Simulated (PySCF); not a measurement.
A side-by-side comparison of computed properties.

First species: C₆H₁₅P.
Atom-mapped SMILES: `[CH3:1][CH2:2][CH2:3][CH2:4][P:5]([CH3:6])[CH3:7]` (hydrogens: H8, H9, H10 on C1; H11, H12 on C2; H13, H14 on C3; H15, H16 on C4; H17, H18, H19 on C6; H20, H21, H22 on C7)

Second species: C3H2F4O2S.
InChI=1S/C3H2F4O2S/c4-1-2-10(8,9)3(5,6)7/h1-2H/b2-1-

Levels: PBE0/pcSseg-1 for dipole moment, HOMO energy, LUMO energy and HOMO–LUMO gap; GFN2-xTB for rotational constant A and rotational constant C. Geometries: GFN2-xTB. Each structure is a single optimised conformer of the isolated species, non-relativistic unless stated. Electronic properties by PySCF.

Dipoles, sizes and rotational constants follow the conformer. The torsions of the flexible species, by atom-mapped SMILES:
- `[CH3:1][CH2:2][CH2:3][CH2:4][P:5]([CH3:6])[CH3:7]`: C1–C2–C3–C4 180°, C2–C3–C4–P5 -177°, C3–C4–P5–C6 -177°
- `[O:1]=[S:2](=[O:3])(/[CH:4]=[CH:5]\[F:6])[C:7]([F:8])([F:9])[F:10]`: O1–S2–C4–C5 -170°, O1–S2–C7–F8 -175°

Values for the first species:

```
Dipole moment         : 1.24 D
HOMO energy           : -6.44 eV
LUMO energy           : 1.39 eV
HOMO–LUMO gap         : 7.83 eV
Rotational constant A : 4.807 GHz
Rotational constant C : 0.776 GHz
```

Task: Estimate the same properties for the second species, and the change in each.

Result: 
```tsv
property	first	second	second less first
dipole moment	1.24 D	4.57 D	+3.33 D
HOMO energy	-6.44 eV	-9.24 eV	-2.80 eV
LUMO energy	1.39 eV	-1.84 eV	-3.23 eV
HOMO–LUMO gap	7.83 eV	7.40 eV	-0.43 eV
rotational constant A	4.807 GHz	1.607 GHz	-3.200 GHz
rotational constant C	0.776 GHz	0.894 GHz	+0.118 GHz
```

On the first: The dipole equals about 4.1 × 10⁻³⁰ C·m (1 D = 3.33564 × 10⁻³⁰ C·m).

On the second: The dipole equals about 15.2 × 10⁻³⁰ C·m (1 D = 3.33564 × 10⁻³⁰ C·m). A dipole of 4.57 D is allowed in C1, and pure rotational transitions are dipole-allowed.
